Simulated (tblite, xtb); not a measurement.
F$_{4}$Ge (SMILES [F][Ge]([F])([F])[F]), singlet, at a GFN2-xTB geometry. Base run: GFN1-xTB in xtb.

Geometry (Å):
```xyz
5

F      1.2825    -1.0684    -0.1117
Ge     0.0000     0.0000     0.0000
F      0.5804     1.5690     0.0081
F     -1.0177    -0.2114    -1.3109
F     -0.8452    -0.2892     1.4145
```
Charge 0, spin multiplicity 1.
All else is at xtb's defaults.
Base energy -22.29879 Eh.

Programs used: tblite, xtb; a row that names a program was run with it.

The base run was repeated with changes; each row names its change, and settings that it needs were set with it.

```tsv
change	ΔE vs base (kcal/mol)	HOMO-LUMO gap (eV)	G_solv (kcal/mol)	SCF cycles
base	0.000	7.69	-	10
program = tblite; method = gfn1; option = (--efield, 0,0,0.1)	-0.016	-	-	-
acc = 0.0001	0.000	7.69	-	11
program = tblite; method = gfn1; option = (--guess, eeq)	0.003	-	-	-
gbsa = acetonitrile	2.37	7.69	2.37	10
alpb = thf	1.05	7.69	1.05	10
etemp = 5000	-0.014	7.69	-	10
alpb = toluene	-0.060	7.69	-0.06	10
program = tblite; method = gfn1; option = (--etemp, 2000)	0.003	-	-	-
```

ALPB and GBSA are two models with their own fitted parameters for each solvent, which aren't always the measured dielectric constant.
